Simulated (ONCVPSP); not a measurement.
## Reading a pseudo-wave (erbium (Er))

Columns: radius, all-electron u(r) and pseudo u(r) of the 4f shell (level -3.36 eV) of erbium in the configuration [Kr] 4d10 4f12 5s2 5p6 6s2; LDA (Perdew-Zunger), scalar-relativistic, ONCV scheme, ONCVPSP 4.0.1.

```csv
r (bohr),all-electron,pseudo
0.123,0.1738,0.0108
0.245,0.6620,0.1389
0.368,1.0073,0.4997
0.490,1.1150,0.9699
0.613,1.0806,1.2754
0.735,0.9865,1.2649
0.858,0.8747,1.0485
0.980,0.7663,0.8226
1.103,0.6669,0.6732
1.225,0.5803,0.5803
1.348,0.5049,0.5049
1.470,0.4407,0.4407
1.593,0.3855,0.3855
1.715,0.3386,0.3386
1.838,0.2982,0.2982
1.960,0.2637,0.2637
2.083,0.2338,0.2338
2.205,0.2082,0.2082
2.328,0.1858,0.1858
2.450,0.1664,0.1664
2.573,0.1494,0.1494
2.695,0.1346,0.1346
2.818,0.1215,0.1215
2.940,0.1100,0.1100
3.063,0.0998,0.0998
3.185,0.0907,0.0907
```

(1) How many radial nodes do the two functions have?

(2) At about which radius was the pseudo-wave matched?

(3) Is the pseudo-wave norm-conserving?

Results:

(1) The all-electron 4f function has n − l − 1 = 0; the pseudo-wave has 0.

(2) 1.25 bohr, where the columns begin to agree (steps of 0.12 bohr).

(3) Yes: the ONCV scheme keeps the norm inside the radius equal to the all-electron one, which fixes the energy derivative of the logarithmic derivative at the level.
